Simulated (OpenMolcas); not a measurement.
**Co2+, Rh2+, Ir2+: d7 down the group**

* Program: OpenMolcas 26.06
* Method: SS-CASPT2, IPEA 0.25 Eh, imaginary shift 0.1 Eh
* Basis: ANO-R2
* Scalar Hamiltonian: X2C, finite nucleus
* Spin-orbit coupling: RASSI with atomic mean-field integrals over the reference wave functions, term energies averaged over their components

Active space for each ion: 7 electrons in 5 orbitals (d); closed shells correlated by CASPT2: Co2+ 3s 3p; Rh2+ 4s 4p; Ir2+ 5s 5p.

Computed levels in cm-1 above 4F 9/2:

| Level | Co2+ | Rh2+ | Ir2+ |
| --- | --- | --- | --- |
| 4F 7/2 | 833 | 2090 | 7630 |
| 4F 5/2 | 1443 | 3420 | 9150 |
| 4P 5/2 | 15610 | 11590 | 14320 |
| 4P 1/2 | 16290 | 13080 | 17690 |
| 2G 9/2 | 16500 | 13410 | 16150 |
| 2G 7/2 | 17290 | 15490 | 21890 |
| 2H 11/2 | 22280 | 17840 | 21640 |
| 2P 1/2 | 22580 | 19600 | 28960 |
| 2D 5/2(1) | 22850 | 18890 | 24820 |
| weight of 4F in the lowest level (%) | 100 | 98 | 86 |

Mixed levels, with the weight of the term that names them: Ir2+ 4F 5/2 (63 %), Ir2+ 4P 1/2 (74 %), Ir2+ 2G 9/2 (61 %), Ir2+ 2P 1/2 (74 %), Ir2+ 2D 5/2(1) (73 %).

Measured, with the error of the calculation in %. Measured levels: Co2+ from Sugar and Corliss, J. Phys. Chem. Ref. Data 10, 1097 (1981); Rh2+ from the list in Shadmi, J. Res. Natl. Bur. Stand. 70A, 435 (1966).

```
    Level          Co2+          Rh2+
   4F 7/2    841 (-0.9)   2148 (-2.6)
   4F 5/2   1451 (-0.6)   3486 (-1.8)
   4P 5/2  15202 (+2.7)  11062 (+4.8)
   4P 1/2  15811 (+3.0)              
   2G 9/2  16978 (-2.8)              
   2G 7/2  17766 (-2.7)              
  2H 11/2  22720 (-1.9)              
2D 5/2(1)  23059 (-0.9)
```

The fine-structure level 4F 5/2 changes by a factor of 6.34 from Co2+ to Ir2+.

Without spin-orbit coupling 4P lies 15070, 10240, 8920 cm-1 above 4F in that order; the difference to the level 4P 5/2, of either sign, comes from spin-orbit coupling, which also lowers the zero.

CASPT2 does not keep the components of a term degenerate, so their means are used; among the terms shown or strongly mixed into the levels shown the widest spread is 1300 cm-1 (3d7 2H, Co2+). The CASPT2 spread within a term exceeds the gap to the next term for 3d7 2P and 3d7 2H, 3d7 2H and 3d7 2D(1), so the order of their levels is uncertain (figures for Co2+; the like holds for Rh2+, Ir2+). Levels of configurations with an s electron are missing; early in the row they begin among the upper levels of the d shell and mix with terms of their name (holds for Rh2+). Configurations with an s electron lie low in 5d ions of this charge, fall among these levels and mix in, so low-spin terms can stand far too high, up to twice their true height, and weights are not those of the real levels (holds for Ir2+). Computed and measured levels are paired by configuration, term and J; levels that our copy of the source lacks, or whose pairing is in doubt (as where it misses far off the trend of its configuration), stay unpaired and out of the deviations. Levels of configurations outside the active space are missing.

A number in round brackets counts repeated terms of one configuration in the order of the reference energies.
